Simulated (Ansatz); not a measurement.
Cost and result up the ladder for `Cc1cc(-c2sc(-c3sc(S)cc3C)cc2C)sc1S` (34 atoms). Total charge 0; singlet. Geometry: r2SCAN-D4/def2-SVP.

Cartesian coordinates in Å:
```
C 4.332 -1.566 3.419
C 3.846 -1.141 2.069
C 2.480 -0.907 1.762
C 2.235 -0.514 0.450
C 0.960 -0.196 -0.143
S -0.458 -0.192 0.879
C -1.511 0.218 -0.448
C -2.932 0.362 -0.238
S -3.718 -0.503 1.061
C -5.278 0.132 0.626
S -6.719 -0.180 1.581
C -5.174 0.983 -0.456
C -3.851 1.131 -0.957
C -3.507 2.020 -2.113
C -0.771 0.361 -1.613
C 0.621 0.133 -1.460
C 1.589 0.224 -2.600
S 3.740 -0.438 -0.431
C 4.663 -0.912 0.968
S 6.398 -1.159 0.828
H 4.125 -0.788 4.173
H 3.818 -2.484 3.750
H 5.414 -1.755 3.403
H 1.677 -1.029 2.494
H -6.796 -1.516 1.359
H -6.042 1.495 -0.878
H -3.445 1.458 -3.061
H -2.535 2.516 -1.962
H -4.275 2.796 -2.244
H -1.225 0.584 -2.579
H 2.150 -0.715 -2.739
H 1.059 0.445 -3.537
H 2.335 1.021 -2.440
H 6.797 0.115 1.076
```

Ansatz on 2 threads of AMD EPYC 7R13 on a shared host and a share (18 GiB) of an NVIDIA H100 80GB HBM3. Times are rough, and most runs start from the orbitals of an earlier one. PBE0-D4/def2-TZVP serves as the yardstick here, not as an exact answer. Differences are given only for rows in sets of like size (and for xTB, whose basis is part of the method), since another set adds its own error. Binding counts from free atoms at the same level (C triplet, S triplet, H doublet; other spins of the atoms weren't run), without zero-point energy or a counterpoise term.

B3LYP takes the VWN-RPA correlation. Correlated methods freeze 40 core orbitals. The rows differ in basis, and correlated rows in double-zeta sets carry the largest basis error. Single mean-field runs in def2-TZVP are fitted with def2-universal-jkfit.

Run but left out: HF/STO-3G, HF/6-31G (restricted singlet, unstable in another Hartree–Fock run and untested here).

Correlated methods converge slowly with the basis, most of all in double-zeta sets.

| level | functions | wall time |
| --- | --- | --- |
| PBE-D4/def2-SVP | 370 | 2.3 s |
| B3LYP-D4/6-31G | 228 | 2.5 s |
| PBE0-D4/def2-SVP | 370 | 2.9 s |
| MP2/def2-SVP | 370 | 2.9 s |
| PBE-D4/def2-TZVP | 734 | 3.1 s |
| BHLYP-D4/def2-TZVP | 734 | 3.1 s |
| B3LYP-D4/def2-TZVP | 734 | 3.5 s |
| r2SCAN-D4/def2-TZVP | 734 | 3.9 s |
| PBE0-D4/def2-TZVP (with forces) | 734 | 4.2 s |
| B97M-V/def2-TZVP (with forces) | 734 | 7.5 s |

**Question.** Estimate what each level gives for the binding energy per atom (eV).

**Answer.** 
```tsv
level	binding energy per atom (eV)	difference from PBE0-D4/def2-TZVP (eV)	remarks
PBE-D4/def2-SVP	4.93	–	–
B3LYP-D4/6-31G	4.45	–	–
PBE0-D4/def2-SVP	4.82	–	–
MP2/def2-SVP	4.59	–	restricted SCF unstable
PBE-D4/def2-TZVP	4.88	0.11	–
BHLYP-D4/def2-TZVP	4.50	-0.27	–
B3LYP-D4/def2-TZVP	4.67	-0.10	–
r2SCAN-D4/def2-TZVP	4.72	-0.05	–
PBE0-D4/def2-TZVP (with forces)	4.77	0.00	–
B97M-V/def2-TZVP (with forces)	4.71	-0.06	–
```
